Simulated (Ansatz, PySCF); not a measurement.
Zn(I)(SeH) (HISeZn), SMILES [SeH][Zn][I]. Atoms are numbered in the order given.

```xyz
4

Zn    -0.0193    -0.5087     0.0000
I      0.1557     1.9078     0.0000
Se    -0.1915    -2.7759     0.0000
H      1.2782    -2.8862     0.0000
```
Charge 0, spin multiplicity 1.

Geometry: r2SCAN-D4/def2-SVP. The structure was generated by enumeration; whether it is a known compound was not checked. The def2 effective core potentials stand for the cores of I; spin–orbit coupling is left out. Other conformers were not sampled.

Two levels are set side by side: PBE-D3(BJ)/def2-SVP (Ansatz, a quantum-chemistry and plane-wave program) and r2SCAN-D4/def2-SVP (Ansatz). Each level has its own optimised geometry; the coordinates shown are those of the second. Frequencies come from the Hessian of PySCF at each geometry. Differences are taken from unrounded values.

```csv
quantity,r2SCAN-D4,PBE-D3(BJ),PBE-D3(BJ) minus r2SCAN-D4
mean bond length (Å),2.057,2.075,0.018
bond Zn1–I2 (Å),2.423,2.442,0.020
bond Zn1–Se3 (Å),2.274,2.294,0.020
bond Se3–H4 (Å),1.474,1.488,0.014
highest harmonic wavenumber (cm⁻¹),2423,2347,-77
mean harmonic wavenumber (cm⁻¹),609,591,-18
zero-point energy (kcal/mol),5.22,5.07,-0.15
```
